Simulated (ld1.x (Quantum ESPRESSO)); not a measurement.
# What the settings do to the TM potential of neon

Base potential:

- Element: Ne (Z = 10)
- Generator: ld1.x (Quantum ESPRESSO) 7.5
- Type: norm-conserving Troullier–Martins (Kleinman–Bylander form)
- Functional: PBEsol
- Relativity: scalar-relativistic
- Frozen core: [He]
- Valence charge: 8
- Reference configuration: 2s2 2p5 (charge +1)
- Partial waves: 2s (bound): rc 0.60 bohr; 2p (bound): rc 1.60 bohr; 3d channel at 0.05 Ry: rc 1.70 bohr
- Local potential: all-electron potential smoothed inside 0.85 bohr (lloc = -2)
- Core correction: Bessel-smoothed model core inside 0.40 bohr

Cutoffs, loose and tight: the cutoffs (Ry, on a coarse ladder) from which the occupation-weighted sum of valence levels, in a spherical-Bessel basis at the reference potential, stays within 10 and 1 mRy of its value at 400 Ry. They do not see the model core or the augmentation charge, which bear on the density cutoff. Test errors are all-electron minus pseudo excitation energies from the reference, over the configurations 2s2 2p6; 2s2 2p4; 2s2 2p3; 2s2 2p5.5; 2s2 2p2; 2s1 2p6. A dash means not determined; rows that change the core or the reference have their own tests.

A true bound ghost makes a file unfit for plane-wave use even where its test errors are small: the radial tests pick states by their node count and pass the ghost by.

```csv
change,outcome,"cutoff, loose","cutoff, tight",bound ghosts,largest test error (meV)
base,generated,230 Ry,over 300 Ry,none,+3725
"all radii but the core radius scaled by about 0.79 (s 0.48, p 1.26, d 1.34 bohr); local potential all-electron potential smoothed inside 0.68 bohr (lloc = -2)",generated,300 Ry,over 300 Ry,none,+1456
"all radii but the core radius scaled by about 0.86 (s 0.52, p 1.38, d 1.46 bohr); local potential all-electron potential smoothed inside 0.72 bohr (lloc = -2)",generated,260 Ry,over 300 Ry,none,+2160
"all radii but the core radius scaled by about 1.16 (s 0.70, p 1.86, d 1.98 bohr); local potential all-electron potential smoothed inside 1.00 bohr (lloc = -2)",generated,200 Ry,300 Ry,none,+6512
"all radii but the core radius scaled by about 1.27 (s 0.76, p 2.04, d 2.16 bohr); local potential all-electron potential smoothed inside 1.08 bohr (lloc = -2)",generated,160 Ry,260 Ry,none,+8432
"all radii but the core radius scaled by about 1.37 (s 0.82, p 2.20, d 2.34 bohr); local potential all-electron potential smoothed inside 1.18 bohr (lloc = -2)",generated,110 Ry,230 Ry,none,+10255
```

**Question.** What comes out with this change to the base: all radii but the core radius scaled by about 1.09 (s 0.66, p 1.74, d 1.86 bohr); local potential all-electron potential smoothed inside 0.92 bohr (lloc = -2)?

**Answer.** outcome: generated; cutoff, loose: 200 Ry; cutoff, tight: 300 Ry; bound ghosts: s; largest test error (meV): +4719.

**Question.** What comes out with this change to the base: all radii but the core radius scaled by about 0.96 (s 0.58, p 1.54, d 1.64 bohr); local potential all-electron potential smoothed inside 0.82 bohr (lloc = -2)?

**Answer.** outcome: generated; cutoff, loose: 200 Ry; cutoff, tight: over 300 Ry; bound ghosts: none; largest test error (meV): +3126.

Reading the sweep of the scale of all radii but the core radius (base = 1) (base included, trends over the rows without a ghost): The loose cutoff falls from 300 Ry at 0.79 to 110 Ry at 1.37, with one reversal. A larger radius leaves more room for a smooth pseudo-wave, so fewer plane waves are needed; a smaller one forces it to follow the all-electron wave where it bends sharply. The median size of the test errors (rows with all tests solved) rises from 46.5 meV at 0.79 to 444.9 meV at 1.37. More of the atom is replaced by a form fitted at one configuration, so other configurations suffer as the radius grows. Bound ghosts are found at 1.09.
